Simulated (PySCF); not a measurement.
## BeGe from Hartree–Fock to correlated methods

State: ³Σ⁻ (triplet), unpaired electrons π ↑↑. Set-up: basis Be jorge-DZP-DKH, Ge jorge-DZP-DKH; spin-free X2C with a Gaussian nucleus; PySCF 2.14. De refers to Be + Ge in their high-spin ground configurations, without counterpoise correction. The functionals are run spin-unrestricted. A positive dipole means Be(−)Ge(+). Levels whose curve was spin-contaminated or gave no clean fit are not listed.

```csv
Level,Re (Å),ωe (cm⁻¹),De (eV),μ (D),"CPU s a point (SCF and correlation, without the integrals)"
ROHF,2.225,367,0.405,-2.51,0.17
ROHF-MP2,2.122,589,1.29,n/a,0.34
ROHF-SCS-MP2,2.144,550,1.07,n/a,n/a
PBE,2.141,534,1.86,-1.19,0.91
M06-L,2.106,569,1.82,-1.61,4.5
```

The bond length runs from 2.106 Å (M06-L) to 2.225 Å (ROHF). De spans 0.41 eV (ROHF, mean field) to 1.86 eV (PBE, GGA).

Correlated steps freeze 9 core orbitals. Correlated levels converge slowly with the basis: in double zeta they bind strong bonds too weakly, by up to about 1 eV, and carry superposition errors of some tenths. Spin–orbit coupling is left out. UHF is strongly spin-contaminated for BeGe, so the ROHF reference used there is far from stable. The state is the lowest determinant that a PBE0 search found; another state may lie lower at other levels.

The whole job (state search and all levels along the bond) took about 3.4 min on 1 thread of Arm Neoverse V1 (shared host), peak memory 0.75 GiB.
